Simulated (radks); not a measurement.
Results of a calculation; reference values are marked as such.
Problem. Ag+, configuration [Ar] 3d10 4s2 4p5 4d10 5s1 (not the ground configuration). Level of theory: scalar-relativistic Kohn-Sham, PBEsol, spin-polarised, spherical densities, finite nucleus; open shells are filled with parallel spins first (spin-orbit coupling, left out, can overturn this in heavy ions); Fermi nuclear charge, rms radius 4.5454 fm (a radial shooting solver on a logarithmic mesh with Libxc functionals). Some entries of the table are withheld. Estimate them.

| orbital | occ. | eigenvalue (eV) | <r^2> (bohr^2) |
|---|---|---|---|
| 1s up | 1 | -25331.94 | 0.001309 |
| 1s down | 1 | -25331.66 | 0.001309 |
| 2s up | 1 | -3743.235 | 0.02148 |
| 2s down | 1 | -3743.059 | 0.02148 |
| 2p up | 3 | -3360.086 | 0.01692 |
| 2p down | 3 | -3359.832 | 0.01692 |
| 3s up | 1 | -698.6537 | 0.1556 |
| 3s down | 1 | -698.3703 | 0.1555 |
| 3p up | 3 | -572.7799 | 0.1571 |
| 3p down | 3 | -572.4644 | 0.1570 |
| 3d up | 5 | -374.0131 | 0.1425 |
| 3d down | 5 | -373.6923 | 0.1424 |
| 4s up | 1 | -109.6626 | (1) |
| 4s down | 1 | -108.4784 | (2) |
| 4p up | 3 | -72.8937 | 1.124 |
| 4p down | 2 | -71.7670 | 1.127 |
| 4d up | 5 | -20.5662 | 2.083 |
| 4d down | 5 | -19.5537 | 2.083 |
| 5s up | 1 | -13.3689 | 8.055 |
| 5s down | 0 | -12.2886 | 8.162 |

Solution. 
(1) 4s up <r^2> (bohr^2): 0.9310
(2) 4s down <r^2> (bohr^2): 0.9329
